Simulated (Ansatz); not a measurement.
Species: C4H8Se2, charge 0, multiplicity 1. SMILES: [Se]1C[Se]CCC1
Structure (B3LYP-D3(BJ)/def2-TZVP (Ansatz, an electronic-structure program) minimum search):
```xyz
14

C     -1.9751    -0.0904     0.3988
C     -1.1506     0.6989     1.4075
Se     0.5088     1.4878     0.6916
C      1.3173    -0.2015     0.1142
Se     0.2558    -1.2252    -1.1765
C     -1.3470    -1.4061    -0.0420
H     -2.9359    -0.3271     0.8727
H     -2.1912     0.5300    -0.4729
H     -1.7107     1.5564     1.7779
H     -0.8824     0.0793     2.2646
H      2.2553     0.0479    -0.3750
H      1.5207    -0.8201     0.9849
H     -2.0404    -1.9788    -0.6563
H     -1.0782    -2.0199     0.8192
```

Property: vertical triplet-singlet gap (E(triplet) - E(singlet); each state is the SCF solution reached for its spin), in kcal/mol. Cores are frozen in the correlated levels unless marked. Open shells are spin-unrestricted. No spin-orbit coupling. The frozen core is the preceding noble-gas configuration, with the filled d and f shells of earlier blocks. Non-relativistic. CBS marks a two-point X^-3 extrapolation of the correlation energy; Hartree-Fock from the larger set. [CCSD(T)-MP2]/basis is that difference in the basis named.

```tsv
level	program	vertical triplet-singlet gap (kcal/mol)
SVWN5/def2-TZVPD	Ansatz	82.2
BHLYP/def2-TZVPD	Ansatz	94.3
wB97X-V/def2-TZVPD	Ansatz	98.9
MP2/aug-cc-pVDZ	Ansatz	96.3
```

Question: What does RI-MP2/CBS(aug-cc-pVTZ,aug-cc-pVQZ)+[CCSD(T)-MP2]/aug-cc-pVTZ (Ansatz) give?

Answer: 95.1 kcal/mol
